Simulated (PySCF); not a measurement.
**Working out the ionisation energy of Ne²⁺**

Ne²⁺ [He] 2s2 2p4 (3P) → Ne³⁺ [He] 2s2 2p3 (4S). Computed with PySCF 2.14 in aug-cc-pwCVQZ, with the non-relativistic Hamiltonian (point nucleus). Frozen: nothing. Energies in hartree (1 hartree = 27.21139 eV):

```
             part  Ne²⁺ (lower)  Ne³⁺ (upper)
              UHF   -126.378223   -124.105786
MP2 opposite-spin     -0.179916     -0.134699
    MP2 same-spin     -0.047459     -0.040836
```

What does Hartree-Fock give?

(-124.105786) − (-126.378223) = 2.272437 hartree = 61.836 eV.

What do MP2 and SCS-MP2 (6/5 opposite-spin, 1/3 same-spin) give?

The opposite-spin parts differ by 1.230 eV and the same-spin parts by 0.180 eV. MP2: 61.836 + (1.230) + (0.180) = 63.246 eV. SCS-MP2: 61.836 + 1.2 × (1.230) + (0.180)/3 = 63.372 eV.

A first-order spin-orbit estimate adds 0.037 eV to MP2 (valence and next inner shell), giving 63.283 eV against 63.423 eV (measured; NIST Atomic Spectra Database, ionization energies).

What remains against the reference includes basis incompleteness and correlation beyond second order.
